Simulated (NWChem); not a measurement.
System: CH3BrSi, singlet; SMILES C[Si]Br

Input file for NWChem:

```
start job
memory heap 200 mb stack 900 mb global 1100 mb
geometry units angstroms noautosym nocenter noautoz
  Si    -0.766640     1.135740     0.000000
  Br     0.050582    -0.983201     0.000000
  C      0.886321     2.071397     0.000000
  H      0.725605     3.161460     0.000000
  H      1.488421     1.800008    -0.885072
  H      1.488421     1.800008     0.885072
end
basis spherical
  * library def2-svp
end
dft
  xc xpbe96 cpbe96
  iterations 150
end
property
  efieldgrad
end
task dft property
```

Low-valent species are run as closed-shell singlets; no triplet was tried in these runs. The geometry was optimised at PBE0/def2-SVP.

Vzz is the largest principal value of the second derivative of the potential at the nucleus (NWChem prints the opposite sign); η is the asymmetry. Non-relativistic.

Atoms are numbered as in the input.

Q: What results follow from this input? (PBE/def2-SVP.) Quantities: Vzz Br2 (a.u.); η Br2.

A: 
```yaml
Vzz Br2 (a.u.): -2.848
"η Br2": 0.97
```
